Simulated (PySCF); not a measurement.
A PySCF script (with the pyscf-properties extension) for the NMR shieldings of `[BH3-][N@+]1(C)C[C@@H](C=O)C1`, C5H12BNO, on a GFN2-xTB geometry:

```python
import basis_set_exchange as bse
import numpy as np
from pyscf import gto, dft
from pyscf.prop import nmr

atoms = """
B    -1.499194    0.863660   -1.372555
N    -0.645476   -0.055350   -0.319884
C    -1.494785   -1.061012    0.287988
C     0.134391    0.759661    0.633815
C     1.421733    0.464874   -0.140220
C     2.547077   -0.148856    0.637193
O     2.482971   -0.490169    1.784105
C     0.593349   -0.568765   -0.932106
H    -1.891556    0.113447   -2.212263
H    -0.732070    1.669988   -1.803387
H    -2.377772    1.359817   -0.739985
H    -1.928460   -1.681580   -0.493438
H    -0.929595   -1.687683    0.984442
H    -2.302854   -0.564999    0.821168
H     0.155413    0.332693    1.639431
H    -0.192061    1.795648    0.666013
H     1.780311    1.284771   -0.760692
H     3.464619   -0.307114    0.037986
H     0.601452   -0.466004   -2.014481
H     0.807359   -1.602347   -0.648177
"""
names = dict.fromkeys(["B", "N", "C", "O", "H"], "pcSseg-1")
basis = {el: gto.basis.parse(bse.get_basis(n, elements=[el], fmt="nwchem")) for el, n in names.items()}
mol = gto.M(atom=atoms, basis=basis, charge=0, verbose=0)
mf = dft.RKS(mol, xc="PBE0")
mf.grids.level = 2
mf.grids.alignment = dft.numint.BLKSIZE   # the property module wants whole blocks of grid points
mf.conv_tol = 1e-9
mf.kernel()

calc = nmr.RKS(mf)   # GIAO
C = mf.mo_coeff
Co = C[:, mf.mo_occ > 0]
resp = mf.gen_response(singlet=True, hermi=2)
def vind(x):   # induced exchange potential for any number of trial vectors
    d = np.einsum("pi,xij,qj->xpq", C, 2 * x.reshape(-1, C.shape[1], Co.shape[1]), Co, optimize=True)
    return np.einsum("xpq,pi,qj->xij", resp(d - d.transpose(0, 2, 1)), C, Co, optimize=True).ravel()
mo1, _ = nmr.rhf.solve_mo1(calc, with_cphf=vind)
sigma = calc.kernel(mo1)
for i, s in enumerate(sigma):   # ppm
    print("%2d %-2s %9.2f" % (i, mol.atom_pure_symbol(i), np.trace(s) / 3))
```

Task: What are the results?

Result: 
```
 0 B     113.43
 1 N     218.74
 2 C     133.19
 3 C     130.37
 4 C     148.78
 5 C     -18.11
 6 O    -349.79
 7 C     124.00
 8 H      29.67
 9 H      29.30
10 H      29.62
11 H      28.94
12 H      29.50
13 H      28.87
14 H      27.56
15 H      28.18
16 H      28.20
17 H      21.63
18 H      27.63
19 H      28.80
```

These numbers come from an equivalent density-fitted implementation of the same equations, which agrees with the script to about 0.01 ppm for H and up to a few tenths of a ppm for heavy atoms, so last digits may differ.

Size and cost of the density-fitted run: 196 basis functions, 93 s wall time on 1 thread of an Intel Xeon, shared host; peak memory 0.9 GiB.
